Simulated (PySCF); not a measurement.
PySCF input for BeH₂, SMILES [BeH2], PBE/pcSseg-2. Geometry: PBE0-D3(BJ)/def2-TZVPD. The isomer is the one that the SMILES or the coordinates give; other isomers of the formula were not compared.

```python
import numpy as np
from pyscf import gto, scf, dft
from pyscf.prop.nmr import rks as nmr

mol = gto.M(
    atom='''
    Be    0.00000000    0.00000000    0.00000000
    H     0.00000000    0.00000000   -1.33620419
    H     0.00000000    0.00000000    1.33620419
    ''',
    basis='pcSseg-2',
    charge=0,
    spin=0,
    max_memory=1600,
    verbose=3,
)
mf = dft.RKS(mol, xc='pbe')
mf.grids.level = 3
mf.conv_tol = 1e-10
mf.max_cycle = 100
mf.kernel()
n = nmr.NMR(mf)
n.verbose = 2
n.max_cycle_cphf = 60
sigma = n.kernel()
print('atom   isotropic/ppm   span/ppm')
for i, s in enumerate(sigma):
    w = np.linalg.eigvalsh((s + s.T) / 2)
    print(f'{mol.atom_symbol(i):2s}{i + 1:3d} {w.mean():14.3f} {w[2] - w[0]:11.3f}')
```

It prints:

```
converged SCF energy = -15.8640125548655
atom   isotropic/ppm   span/ppm
Be  1         74.257     112.715
H   2         27.993       4.354
H   3         27.993       4.354
```

The calculation finished and met its thresholds.

Cost: very roughly 1.8 core-seconds.
